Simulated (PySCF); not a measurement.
LiTe: one state, many levels of theory

State: ²Π (doublet), unpaired electrons π ↑. Set-up: PySCF, scalar-relativistic core potentials, basis sets Li def2-SVPD, Te def2-SVPD with ECP28. De refers to Li + Te in their high-spin ground configurations, without counterpoise correction. The functionals are run spin-unrestricted. A positive dipole means Li(−)Te(+).

| Level | Re (Å) | ωe (cm⁻¹) | De (eV) | μ (D) | CPU s a point (SCF and correlation, without the integrals) |
| --- | --- | --- | --- | --- | --- |
| UHF | 2.524 | 451 | 1.70 | -7.72 | 0.11 |
| UHF-MP2 | 2.531 | 440 | 2.34 | n/a | 0.2 |
| UHF-SCS-MP2 | 2.532 | 438 | 2.31 | n/a | n/a |
| UHF-CCSD | 2.533 | 437 | 2.31 | n/a | n/a |
| UHF-CCSD(T) | 2.536 | 434 | 2.35 | n/a | 7.3 |
| PBE | 2.494 | 446 | 2.64 | -6.75 | 0.49 |
| r²SCAN | 2.503 | 448 | 2.68 | -7.17 | 0.76 |
| r²SCANh | 2.500 | 451 | 2.67 | -7.23 | 0.81 |
| PBE0 | 2.487 | 456 | 2.62 | -7.04 | 0.76 |
| r²SCAN0 | 2.495 | 455 | 2.67 | -7.30 | 0.84 |
| MN15 | 2.508 | 441 | 2.96 | -7.22 | 0.85 |
| CAM-B3LYP | 2.471 | 464 | 2.68 | -7.08 | 0.8 |

(1) Which functional lies closest to UHF-CCSD(T) in De, which farthest, and by how much do they differ from it?

(2) What does a quarter of exact exchange do here, going from PBE to PBE0?

(3) What does the step from GGA to meta-GGA do here, going from PBE to r²SCAN?

Correlated steps freeze 4 core orbitals. Correlated levels converge slowly with the basis: in double zeta they bind strong bonds too weakly, by up to about 1 eV, and carry superposition errors of some tenths. These are scalar-relativistic numbers at best; spin–orbit coupling would shift them, the dissociation energy most. The state is the lowest determinant that a PBE0 search found; another state may lie lower at other levels.

The whole job (state search and all levels along the bond) took about 2.4 min on 1 thread of Arm Neoverse V1 (shared host), peak memory 0.55 GiB.

Answers

(1) Closest is PBE0 (-4.9 pm in Re, +5.1 % in ωe, +0.27 eV in De against UHF-CCSD(T) in the same basis), farthest MN15 (-2.8 pm in Re, +1.6 % in ωe, +0.61 eV in De). CCSD(T) converges more slowly with the basis than the functionals do and binds too weakly in this one, so the order can change at the basis-set limit.

(2) PBE0 less PBE: -0.7 pm in Re, +2.2 % in ωe, -0.02 eV in De. Exact exchange removes part of the self-interaction that spreads semilocal densities, and in most molecules shortens and stiffens the bond and lowers De; so it does here.

(3) r²SCAN less PBE: +0.9 pm in Re, +0.4 % in ωe, +0.04 eV in De.
